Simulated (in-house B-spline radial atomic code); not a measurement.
## N: [He] 2s2 2p2 3s1 (an excited or competing configuration)

Computed with a B-spline radial code for spherical atoms: non-relativistic M06-2X, spin-polarised, spherical fractional occupations, exact exchange averaged over the configuration, point nucleus.

Screening seen three ways: the hydrogenic charge with the same mean radius, Z_r = [3n² - l(l+1)]/(2<r>), the one with the same energy, Z_e = n√(-2ε), and Slater's rules. Values are occupation-weighted means over spin.

```csv
shell,electrons,ε (eV),<r> (bohr),Z_r,Z_e,Slater
1s,2,-415.2,0.229,6.55,5.52,6.70
2s,2,-30.124,1.26,4.76,2.98,4.25
2p,2,-20.296,1.25,4.00,2.44,4.25
3s,1,-3.4142,5.129,2.63,1.50,1.60
```

The least bound orbital is 3s up at -3.414 eV, and it is also the most diffuse (<r> = 5.129 bohr).
